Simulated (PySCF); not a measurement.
# Computed data sheet: `N#C/C=C(/C)C#CC#C`

C₈H₅N.
Structure used (GFN2-xTB), in Å, numbered top down from 1:
```xyz
14
C8H5N angstrom
C      3.9271    0.9090    1.0653
C      2.7944    0.6217    0.7684
C      1.5236    0.2914    0.4396
C      0.3837    0.0031    0.1412
C     -0.9316   -0.3583   -0.1900
C     -1.3820   -1.7140    0.2550
C     -1.7311    0.4864   -0.8740
C     -1.3123    1.7575   -1.2922
N     -0.9860    2.8014   -1.6422
H      4.9112    1.1660    1.3195
H     -2.4091   -1.9039   -0.0476
H     -0.7353   -2.4792   -0.1742
H     -1.3085   -1.7921    1.3397
H     -2.7449    0.2104   -1.1306
```

Structural features include: nitrile, alkyne and C=C double bond.

From GFN2-xTB geometry:

* Point group of the GFN2-xTB geometry: Cs
* Rotational constants A, B, C of the GFN2-xTB geometry: 2.277, 0.996, 0.696 GHz

**wB97X-D/def2-SVPD ground state and vertical TDDFT (core frozen in the response) (PySCF)**

* Dipole moment: 4.45 D
* HOMO energy: -8.95 eV
* LUMO energy: -0.87 eV
* HOMO–LUMO gap: 8.08 eV
* Lowest singlet excitation: 3.96 eV (313 nm, f = 0.000)
* Strongest line among the 8 lowest singlet transitions: S4 at 5.65 eV (219 nm, f = 0.440)
* Lowest triplet excitation (Tamm–Dancoff): 2.73 eV
* Static isotropic polarisability: 111.1 au
* Electronic spatial extent ⟨r²⟩ about the centre of nuclear charge: 1528 bohr²

Monoisotopic mass (most abundant isotopes): 115.0422 u.

The polarisability is 16.46 Å³ as a volume (1 au = 0.148185 Å³), or 1.85 au for each of the 60 electrons. The largest Löwdin shares of the HOMO are 0.17 on C7, 0.15 on C3, 0.14 on C4 and 0.14 on C1. The rotational constants make it an asymmetric top with κ = (2B − A − C)/(A − C) = -0.62, nearer the prolate limit (−1). With B = h/(8π²I), that is 505.379 GHz u Å² over I, the principal moments of inertia are 222.0, 507.5 and 726.4 u Å² (most abundant isotopes). The vertical singlet–triplet gap S1 − T1 is 1.23 eV (TDDFT singlet less Tamm–Dancoff triplet; S1: HOMO−1→LUMO, weight 0.92; T1: HOMO→LUMO, weight 0.91). In wavenumbers S1 is 32000 cm⁻¹ (1 eV = 8065.54 cm⁻¹). S1 lies 4.12 eV below the HOMO–LUMO gap; its leading configuration is HOMO−1→LUMO, weight 0.92.

Isolated species at its GFN2-xTB geometry, gas phase.
